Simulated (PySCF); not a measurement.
Working out the ionisation energy of Sb

Sb [Kr] 4d10 5s2 5p3 (4S) → Sb+ [Kr] 4d10 5s2 5p2 (3P). Computed with PySCF 2.14 in x2c-SVPall (6s5p3d, 36 functions), with scalar relativity by spin-free X2C-1e. Frozen: [Kr] 4d10. Energies in hartree (1 hartree = 27.21139 eV):

| part | Sb (lower) | Sb+ (upper) |
| --- | --- | --- |
| UHF | -6477.255965 | -6476.940878 |
| CCSD correlation | -0.057043 | -0.047809 |
| (T) | -0.000587 | -0.000477 |

Question: What does Hartree-Fock give?

Answer: (-6476.940878) − (-6477.255965) = 0.315087 hartree = 8.574 eV.

Question: What do CCSD and CCSD(T) give?

Answer: The CCSD correlation energies differ by 0.009234 hartree = 0.251 eV and the triples by 0.000110 hartree = 0.003 eV, so CCSD gives 8.825 eV and CCSD(T) 8.828 eV.

Measured between the centres of the two terms (NIST): 9.124 eV, so CCSD(T) (valence) is off by -0.296 eV.

A double-zeta basis recovers only part of the correlation energy.

What remains against the reference includes basis incompleteness, the frozen core and higher excitations.
